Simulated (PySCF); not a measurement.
**Assignment exercise: C7H10N2Si**

Bonds (- single, = double, # triple, : aromatic): N1=C2, C2-C3, C3:C4, C4:C5, C5:C6, C6:C7, C7-N8, N8-Si9, C7:C10, C10:C3. N1 carries H11; C2 carries H12; C4 carries H13; C5 carries H14; C6 carries H15; N8 carries H16; Si9 carries H17, H18, H19; C10 carries H20. Stereochemistry as in [H]/N=C\c1cccc(N[SiH3])c1.

How the numbers were obtained: geometry: GFN2-xTB, GIAO PBE0/pcSseg-1 shieldings, in PySCF 2.14 (non-relativistic Hamiltonian, one conformer, no solvent, one averaged value for each set of equivalent atoms).

Shifts are taken against calculated references (same method and geometry level): TMS for ¹³C (186.93 ppm), ¹H (31.72 ppm).

Question: Assign these signals to the numbered atoms. ¹³C{¹H} NMR (computed): δ 171.5 (CH), 152.7 (C), 138.9 (C), 136.3 (CH), 126.5 (CH), 124.3 (CH), 109.0 (CH).

Answer: 
| δ (ppm) | atoms | environment | reason |
| --- | --- | --- | --- |
| 171.5 | C2 | C=N carbon | – |
| 152.7 | C7 | aromatic carbon bearing nitrogen | an ipso carbon deshielded by its heteroatom |
| 138.9 | C3 | substituted aromatic carbon | – |
| 136.3 | C5 | aromatic CH | the aromatic region |
| 126.5 | C4 | aromatic CH | – |
| 124.3 | C6 | aromatic CH | – |
| 109.0 | C10 | aromatic CH | π donation from the O or N substituent raises the electron density at positions ortho and para to it |

Question: Assign these signals to the numbered atoms. ¹H NMR (400 MHz, computed): δ 11.70 (br s, 1H), 8.41 (s, 1H), 7.55 (m, 1H), 6.98 (s, 1H), 6.98 (d, 1H), 6.80 (d, 1H), 4.89 (s, 3H), 3.24 (br s, 1H).

Answer: 
11.70 → H11, hydrogen on an imine nitrogen: exchangeable; this is the value without hydrogen bonding to other molecules
8.41 → H12, hydrogen on a C=N carbon
7.55 → H14, hydrogen on an aromatic CH: the ring current deshields protons in the ring plane
6.98 → H20, hydrogen on an aromatic CH
6.98 → H13, hydrogen on an aromatic CH
6.80 → H15, hydrogen on an aromatic CH
4.89 → H17/H18/H19, hydrogen on a silicon bonded to N
3.24 → H16, hydrogen on an aniline-type nitrogen: labile proton, position sensitive to the medium

H20 and H13 lie closer than the usual error of such a calculation, so a measured spectrum could show them in the other order.

OH/NH shifts are gas-phase values; hydrogen bonding in solution moves them, usually downfield. Shifts are as computed. Against solution values, carbons near 30 ppm lie about +3 ppm off and those near 130 ppm about +5 ppm. Of 1211 compounds with measured shifts, 218 miss one by over three times the rms of a fit or turn the order of signals round; such compounds aren't used in these exercises. Multiplicities follow the n + 1 count of equivalent neighbours, as no J values were calculated; m marks all less simple cases, F and P coupling included.
